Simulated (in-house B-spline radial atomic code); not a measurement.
## Functionals against successive ionisation energies: Sc to Sc⁵⁺

Ionisation energies as differences of self-consistent total energies from a B-spline radial code for spherical atoms: all electrons, radial basis limit, scalar-relativistic (one-electron X2C), spin-polarised at highest spin, spherical densities; exact exchange is averaged over the determinants of each configuration. No spin-orbit coupling, Breit or QED terms. NIST's values run from ground level to ground level, so in open shells the differences also hold multiplet and fine-structure energies that spherical high-spin averages miss. Columns give computed minus NIST, in eV; a star marks a semi-empirical value. Species are left out where the tabulated value is theory, is uncertain by more than 0.12 eV, or (13 ions, such as In⁴⁺, Te⁴⁺ and Bi⁴⁺) lies off its series for all methods alike, which flatters the means a little.

```json
{"species": "Sc", "shell": "4s", "NIST (eV)": "6.56", "BLYP": "-0.05", "RPBE": "-0.12", "TPSS": "-0.21", "PBE0": "-0.21", "revTPSS": "-0.19", "AM05": "-0.21"}
{"species": "Sc⁺", "shell": "4s", "NIST (eV)": "12.80", "BLYP": "+0.37", "RPBE": "+0.24", "TPSS": "+0.06", "PBE0": "+0.17", "revTPSS": "+0.01", "AM05": "+0.27"}
{"species": "Sc²⁺", "shell": "3d", "NIST (eV)": "24.76", "BLYP": "+0.31", "RPBE": "+0.28", "TPSS": "+0.09", "PBE0": "+0.25", "revTPSS": "-0.08", "AM05": "+0.27"}
{"species": "Sc³⁺", "shell": "3p", "NIST (eV)": "73.49", "BLYP": "-0.15", "RPBE": "0.00", "TPSS": "+0.23", "PBE0": "+0.10", "revTPSS": "+0.16", "AM05": "-0.09"}
{"species": "Sc⁴⁺", "shell": "3p", "NIST (eV)": "91.95 ± 0.03*", "BLYP": "-0.27", "RPBE": "-0.17", "TPSS": "-0.03", "PBE0": "-0.13", "revTPSS": "-0.12", "AM05": "-0.18"}
{"species": "Sc⁵⁺", "shell": "3p", "NIST (eV)": "110.68 ± 0.05*", "BLYP": "0.00", "RPBE": "-0.16", "TPSS": "-0.15", "PBE0": "-0.01", "revTPSS": "-0.28", "AM05": "-0.06"}
```

(1) How do the methods rank, and which species is hardest?

Results:

(1) Mean absolute (signed) differences: TPSS 0.13 (0.00) eV; revTPSS 0.14 (-0.08) eV; PBE0 0.14 (+0.03) eV; RPBE 0.16 (+0.01) eV; AM05 0.18 (0.00) eV; BLYP 0.19 (+0.04) eV. For Sc²⁺, which loses a 3d electron, the nearest method is off by -0.08 eV, the largest such miss. The first two are tied within the accuracy of the references.
